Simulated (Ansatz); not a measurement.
Consider the substitution at a C–N bond: `C[NH][Al]([OH])[F]` + `CCB(O)O` → `CCB(O)OC` + `[NH2][Al]([OH])[F]`.

Calculated with Ansatz (gas phase, PBE0-D4/def2-TZVP geometries, no zero-point term in ΔE). CCSD(T)/CBS is the MP2 limit (def2-TZVPP, def2-QZVPP) plus CCSD(T) − MP2 in def2-TZVPP, frozen cores. Functionals use def2-TZVPP. One conformer a species, not always the lowest.

```
             species  PBE0 energy (Eh)
`C[NH][Al]([OH])[F]`        -513.25671
           `CCB(O)O`        -255.65883
          `CCB(O)OC`        -294.91659
`[NH2][Al]([OH])[F]`        -473.99202
```

(1) Work out ΔE.

Largest T1 diagnostic among the species: 0.012.

Answers

(1) ΔE = (-294.91659) + (-473.99202) − (-513.25671) − (-255.65883) = 0.00693 Eh = +18.2 kJ/mol. CCSD(T)/CBS gives +14.4 kJ/mol.

In def2-TZVPP, CCSD(T) changes the Hartree–Fock value by +4.2 kJ/mol (the triples alone add +0.1 kJ/mol) and MP2 by +6.4 kJ/mol.
